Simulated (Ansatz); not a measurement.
`[F][Al]([F])[Br]` + H₂S → `[F][Al]([F])[SH]` + HBr  (ligand exchange at the Al–Br bond)

Gas-phase electronic energies from Ansatz, PBE0-D4/def2-TZVP geometries. CCSD(T)/CBS adds triple-zeta CCSD(T) − MP2 to the extrapolated MP2 energy (def2 sets, frozen cores). This one scheme is used for every species. DFT in def2-TZVPP. B3LYP here is the variant with VWN-RPA as its local correlation; programs differ in this. HSE06 is defined as in plane-wave codes. For Br outer-core shells are correlated without core-valence functions, which leaves a few kJ/mol of doubt a bond. Scalar relativity is left out up to krypton. One conformer a species, not always the lowest.

| level | ΔE (kcal/mol) | difference from CCSD(T)/CBS |
| --- | --- | --- |
| LDA (SPW92) | 7.9 | -2.4 |
| PBE-D4 | 8.4 | -1.9 |
| revPBE-D4 | 8.5 | -1.8 |
| BLYP-D4 | 8.9 | -1.4 |
| r2SCAN-D4 | 9.6 | -0.7 |
| B97M-V | 9.1 | -1.2 |
| PBE0-D4 | 9.3 | -1.0 |
| B3LYP-D4 | 9.6 | -0.7 |
| r2SCAN0-D4 | 10.1 | -0.2 |
| HSE06-D4 | 9.3 | -1.0 |
| BHLYP-D4 | 10.8 | 0.5 |
| CAM-B3LYP-D4 | 9.8 | -0.5 |
| ωB97M-V | 9.9 | -0.4 |
| B2PLYP | 10.0 | -0.3 |
| PBE-QIDH | 10.1 | -0.2 |
| PBE | 8.5 | -1.8 |
| revPBE | 8.7 | -1.6 |
| BLYP | 9.1 | -1.2 |
| r2SCAN | 9.6 | -0.7 |
| PBE0 | 9.4 | -0.9 |
| B3LYP | 9.7 | -0.6 |
| r2SCANh | 9.8 | -0.5 |
| r2SCAN0 | 10.1 | -0.2 |
| HSE06 | 9.4 | -0.9 |
| BHLYP | 10.8 | 0.5 |
| CAM-B3LYP | 9.9 | -0.4 |
| LC-ωPBE | 9.6 | -0.7 |
| RPA@PBE/def2-TZVPP | 9.5 | -0.8 |
| MP2/def2-SVP | 10.7 | 0.4 |
| CCSD/def2-SVP | 10.5 | 0.2 |
| HF/def2-TZVPP | 12.4 | 2.1 |
| MP2/def2-TZVPP | 10.2 | -0.1 |
| CCSD/def2-TZVPP | 10.3 | 0.0 |
| CCSD(T)/def2-TZVPP | 9.8 | -0.5 |
| HF/def2-QZVPP | 12.6 | 2.3 |
| MP2/def2-QZVPP | 10.5 | 0.2 |
| SCS-MP2/def2-QZVPP | 10.7 | 0.4 |
| HF/CBS(def2) | 12.6 | 2.3 |
| MP2/CBS(def2) | 10.7 | 0.4 |
| CCSD/CBS(def2) | 10.7 | 0.4 |
| CCSD(T)/CBS | 10.3 | 0 |

Largest T1 diagnostic among the species: 0.012.

From PBE to PBE0 (25 % exact exchange), in def2-TZVPP and without D4, ΔE moves by +0.9 kcal/mol. Leaving LDA and LC-ωPBE aside and taking each functional with its dispersion term where it has one, the values spread over 2.3 kcal/mol, from PBE-D4 to BHLYP-D4. In def2-TZVPP, CCSD(T) changes the Hartree–Fock value by −2.6 kcal/mol (the triples alone add −0.4 kcal/mol) and MP2 by −2.2 kcal/mol.
